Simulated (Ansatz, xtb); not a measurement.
Two isomers of C3H10AlClO

Structure I is `C[OH+][Al-]([CH3])([CH3])[Cl]`, a singlet and structure II is `CC[OH+][Al@H-]([CH3])[Cl]`, a singlet. Both are isolated molecules in the gas phase, relaxed with PBE0-D4/def2-SVP; the shapes shown needn't be the lowest conformers.

I (Å):

```xyz
16

C     1.4329   -1.6671    0.1983
C    -0.2121    0.5295   -1.8156
C    -1.9200    0.7139    1.1604
Al   -0.2783    0.8745    0.1136
Cl    1.1109    2.4165    0.8034
O     0.9715   -0.4969    0.8621
H     0.5476   -2.2312   -0.1188
H     2.0347   -1.4147   -0.6876
H     2.0191   -2.2837    0.8943
H     1.7028    0.0567    1.1876
H    -0.6554   -0.4424   -2.0946
H     0.8123    0.5615   -2.2229
H    -0.7884    1.2981   -2.3588
H    -2.4362   -0.2451    0.9820
H    -1.7296    0.7951    2.2429
H    -2.6347    1.5124    0.8978
```

II (Å):

```xyz
16

C     1.7949   -1.9594    0.9853
C     0.5649   -1.2210    1.4419
C    -0.3333   -2.6083   -2.4180
Al   -1.2135   -2.4758   -0.6813
Cl   -3.0605   -1.3224   -0.6251
O    -0.3004   -1.0142    0.3125
H     2.4798   -2.1007    1.8337
H     1.5340   -2.9543    0.5939
H     2.3215   -1.3978    0.2002
H     0.0198   -1.7902    2.2130
H     0.8231   -0.2313    1.8488
H    -1.0399   -0.4180    0.5221
H    -1.1571   -3.6474    0.4022
H     0.7109   -2.9531   -2.3274
H    -0.3226   -1.6396   -2.9440
H    -0.8517   -3.3278   -3.0738
```

Task: Estimate E(II) − E(I) at the level CCSD(T)/def2-SVP + ΔMP2/def2-TZVPP.

Result: Calculated at CCSD(T)/def2-SVP + ΔMP2/def2-TZVPP: E(II) − E(I) = +5.9 kcal/mol, so structure I lies lower.

How the difference moves with the method:

```csv
level,geometry,E(II) − E(I) (kcal/mol),departure from the last row (kcal/mol),"job, with rough time for the two"
PBE0-D4/def2-SVP,PBE0-D4/def2-SVP,+5.0,−0.9,"optimisation, 2.2 min"
HF/def2-SVP,PBE0-D4/def2-SVP,+3.7,−2.2,part of the CCSD(T) run
MP2/def2-SVP,PBE0-D4/def2-SVP,+4.3,−1.6,part of the CCSD(T) run
CCSD(T)/def2-SVP,PBE0-D4/def2-SVP,+3.7,−2.2,single point
CCSD(T)/def2-SVP + ΔMP2/def2-TZVPP,PBE0-D4/def2-SVP,+5.9,,"single point, 92 s"
```

As drawn, II has 1 C–C, 1 Al–H in place of 1 C–Al, 1 C–H.

The levels shown agree on the order. The largest departure from CCSD(T)/def2-SVP + ΔMP2/def2-TZVPP is that of CCSD(T)/def2-SVP, 2.2 kcal/mol. Levels run at GFN2-xTB geometries aren't shown. The last row adds to CCSD(T) the change of the MP2 difference between the two basis sets, here +2.2 kcal/mol.

With thermal terms from frequencies at re-optimised GFN2-xTB minima (ideal gas, soft modes damped towards free rotors, one conformer each, 298.15 K, 1 atm): the zero-point term adds +0.2 kcal/mol; ΔH is +5.2 and ΔG +7.5 kcal/mol.

The correlated steps freeze 14 core orbitals. Mirror images aren't counted in ΔG. Run with Ansatz 0.2.0, xtb 6.7.1; the last row on 2 threads of Arm Neoverse V2 on a shared host.
